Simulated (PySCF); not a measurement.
SMILES C=Cc1ccccc1S (C8H8S), GFN2-xTB optimised geometry.

```
17

C      2.48    -1.80     0.00
C      1.15    -1.80     0.00
C      0.28    -0.64     0.00
C      0.77     0.67    -0.04
C     -0.07     1.76    -0.04
C     -1.44     1.57     0.00
C     -1.96     0.29     0.04
C     -1.11    -0.81     0.04
S     -1.80    -2.44     0.09
H      3.07    -0.90     0.00
H      3.04    -2.73     0.00
H      0.64    -2.76     0.00
H      1.84     0.82    -0.08
H      0.34     2.76    -0.08
H     -2.11     2.42     0.00
H     -3.03     0.14     0.07
H     -3.07    -2.04     0.11
```

Density from PBE/def2-SVP (PySCF 2.14.0) at that geometry.

Minimum of the electron density along straight lines between bonded atoms, close to the bond critical point (lines longer than 1.1 times the sum of covalent radii, or with two minima, are not listed):

| bond | length / Å | ρ at the minimum / e bohr⁻³ | ∇²ρ there / e bohr⁻⁵ | position (fraction from the first atom) |
|---|---|---|---|---|
| C1–C2 | 1.328 | 0.339 | ? | 0.50 |
| C2–C3 | 1.456 | 0.272 | -0.63 | 0.50 |
| C3–C4 | 1.395 | 0.302 | -0.73 | 0.50 |
| C4–C5 | 1.380 | 0.311 | -0.77 | 0.50 |
| C5–C6 | 1.385 | 0.309 | -0.77 | 0.50 |
| C6–C7 | 1.382 | 0.310 | -0.76 | 0.50 |
| C3–C8 | 1.404 | 0.298 | -0.71 | 0.49 |
| C7–C8 | 1.388 | 0.306 | -0.75 | 0.49 |
| C8–S9 | 1.772 | ? | -0.37 | 0.47 |
| C1–H10 | 1.076 | 0.281 | -1.06 | 0.63 |
| C1–H11 | 1.076 | 0.281 | -1.06 | 0.64 |
| C2–H12 | 1.083 | 0.280 | -1.04 | 0.63 |
| C4–H13 | 1.078 | 0.282 | -1.06 | 0.63 |
| C5–H14 | 1.080 | 0.281 | -1.05 | 0.63 |
| C6–H15 | 1.080 | 0.281 | -1.05 | 0.63 |
| C7–H16 | 1.081 | 0.279 | -1.03 | 0.63 |
| S9–H17 | 1.332 | 0.217 | ? | 0.50 |

**Question.** Complete the blanks.

**Answer.** 
- C1–C2, ∇²ρ there / e bohr⁻⁵: -0.88
- C8–S9, ρ at the minimum / e bohr⁻³: 0.194
- S9–H17, ∇²ρ there / e bohr⁻⁵: -0.33
